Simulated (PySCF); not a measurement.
**TDDFT excited states: C5H9FOSi**

Species: C5H9FOSi.
Atom-mapped SMILES: `[CH3:1][CH2:2][SiH2:3]/[C:4]([F:5])=[CH:6]\[CH:7]=[O:8]` (hydrogens: H9, H10, H11 on C1; H12, H13 on C2; H14, H15 on Si3; H16 on C6; H17 on C7)

Theory: TDDFT wB97X-D/def2-SVPD, vertical, gas phase, core orbitals frozen in the response in PySCF 2.14.0, density-fitted response routines. Geometry: GFN2-xTB, one conformer, isolated molecule. Torsions of this conformer, `[CH3:1][CH2:2][SiH2:3]/[C:4]([F:5])=[CH:6]\[CH:7]=[O:8]`: C1–C2–Si3–C4 179°, C2–Si3–C4–F5 -3°, C4–C6–C7–O8 180°.

List the vertical singlet excitations with oscillator strengths and describe the spectrum.

| state | E (eV) | λ (nm) | ν̃ (cm⁻¹) | f | main configurations (H = HOMO, L = LUMO) |
| --- | --- | --- | --- | --- | --- |
| S1 | 3.86 | 321.5 | 31110 | 0.0001 | H→L (92%) |
| S2 | 5.84 | 212.3 | 47110 | 0.414 | H-1→L (95%) |
| S3 | 6.33 | 195.8 | 51080 | 0.0006 | H-3→L (55%), H-2→L (37%) |
| S4 | 7.01 | 176.8 | 56550 | 0.0055 | H-2→L (44%), H-3→L (34%), H→L+4 (14%) |
| S5 | 7.17 | 173.0 | 57810 | 0.0006 | H→L+4 (70%), H-2→L (13%) |
| S6 | 7.38 | 168.1 | 59500 | 0.0002 | H-1→L+1 (73%) |
| S7 | 7.76 | 159.8 | 62570 | 0.092 | H→L+1 (69%), H→L+3 (10%) |
| S8 | 7.84 | 158.1 | 63250 | 0.013 | H-4→L (34%), H→L+2 (22%), H-5→L (13%) |

Triplets, Tamm–Dancoff:

| state | E (eV) | λ (nm) | main configurations (H = HOMO, L = LUMO) |
| --- | --- | --- | --- |
| T1 | 3.37 | 367.5 | H→L (89%), H→L+4 (9%) |
| T2 | 3.55 | 349.5 | H-1→L (94%) |
| T3 | 5.86 | 211.6 | H-3→L (68%), H-2→L (24%) |

The lowest singlet comes at 321 nm (372 kJ/mol) in the ultraviolet; it is dark (f under 0.0005); its leading configuration is HOMO→LUMO (92%). The most intense listed level is S2 at 5.84 eV (212 nm, f = 0.414), 1.98 eV above S1. Löwdin shares by element: HOMO oxygen 63%, carbon 24% or more, hydrogen 8% or more; LUMO carbon 60% or more, oxygen 20% (atoms not listed hold the other 20%). Orbital energies (eV): HOMO-3 -11.79, HOMO-2 -10.95, HOMO-1 -10.03, HOMO -9.64, LUMO -0.30, LUMO+1 1.59, LUMO+2 2.11. The listed states span 3.99 eV, and the widest gap between neighbours is 1.98 eV (S1 to S2). Weighted by f, the mean energy of these states is 6.24 eV. Singlets were solved by full linear response, triplets in the Tamm–Dancoff approximation.
